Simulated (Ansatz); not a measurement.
CH4Cl2Si, SMILES `C[SiH](Cl)Cl`. The species carries charge 0 and has multiplicity 1.

Cartesian coordinates in Å:
```
C 0.7238 0.1445 -0.7215
Si -0.5833 -0.2363 0.5268
Cl -2.1836 1.0156 0.2618
Cl 0.1605 0.0345 2.4168
H 1.5811 -0.5182 -0.5814
H 0.3310 0.0039 -1.7313
H 1.0603 1.1778 -0.6180
H -1.0898 -1.6218 0.4469
```

**Question.** What are the harmonic wavenumbers in cm⁻¹ at PBE0-D4/def2-TZVP (Ansatz, finite differences of forces, unscaled)? (Estimate.)

**Answer.** Computed: 163, 176, 188, 246, 501, 570, 680, 746, 760, 849, 895, 1279, 1440, 1442, 2266, 3055, 3144, 3151.

**Question.** Is this a minimum?

**Answer.** Yes, all 18 modes are real.

**Question.** Give the ideal-gas thermochemistry at 298.15 K and 1 bar (rigid rotor, harmonic oscillator; point group Cs, symmetry number 1).

**Answer.** Zero-point energy 128.9 kJ/mol; H(298) − E = 147.1 kJ/mol; entropy 329.4 J/(mol·K), of which translation 168.0, rotation 114.3, vibration 47.1; G(298) − E = 48.9 kJ/mol.

**Question.** Rotational constants (cm⁻¹)?

**Answer.** 0.1436, 0.07936, 0.05588.
